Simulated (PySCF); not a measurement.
SMILES [O]C=O (CHO₂), doublet, B3LYP/def2-SVP optimised geometry.

```
4

O     -1.11    -0.92     0.00
C     -0.11    -0.21     0.00
O      1.11    -0.21     0.00
H     -0.47     0.92     0.00
```

Density from unrestricted B3LYP/def2-TZVP (PySCF 2.14.0) at that geometry.

Minimum of the electron density along straight lines between bonded atoms, close to the bond critical point (lines longer than 1.1 times the sum of covalent radii, or with two minima, are not listed):

```tsv
bond	length / Å	ρ at the minimum / e bohr⁻³	∇²ρ there / e bohr⁻⁵	position (fraction from the first atom)
O1–C2	1.221	0.411	-0.36	0.66
C2–O3	1.223	0.409	-0.36	0.34
C2–H4	1.175	0.220	-0.66	0.66
```
